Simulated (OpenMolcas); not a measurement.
Cu2+ (d9) in a complex was computed by CASSCF with the d shell active (OpenMolcas, ANO-RCC-VTZP on the metal). Its lowest spin-free states, and all those of the highest spin:

```tsv
2S+1	Degeneracy	E (cm-1)
2	2	0.0
2	3	5176
```

Q: Is the site octahedral, tetrahedral or cube-like, axial, or of lower symmetry?

A: The states with 2S+1 = 2 have orbital degeneracies 2, 3. Threefold states need a cubic site. For d9 at this spin an octahedron puts the twofold E below the threefold T2 and a tetrahedron or cube puts the threefold T2 below the twofold E, so the site is octahedral. The first gap at this spin, 5180 cm-1, is |10Dq| in ligand-field theory. The run had Cu2+ with 6 ligands (water) in octahedral coordination (Th) at 2.09 Å. Ligand basis ANO-RCC-VDZP.

An orbital doublet at a regular site is open to a Jahn-Teller distortion, which this geometry leaves out. Ligand-to-metal charge-transfer states are missing. With metal d orbitals alone and no dynamic correlation the field as a rule comes out too small, by tens of per cent, by up to half for chloride and softer ligands, and the orbital part of g and χT, which goes as 1/10Dq, too large. No measured value stands beside these numbers; the geometry is a model, was not optimised and need not be the one that this ion takes.
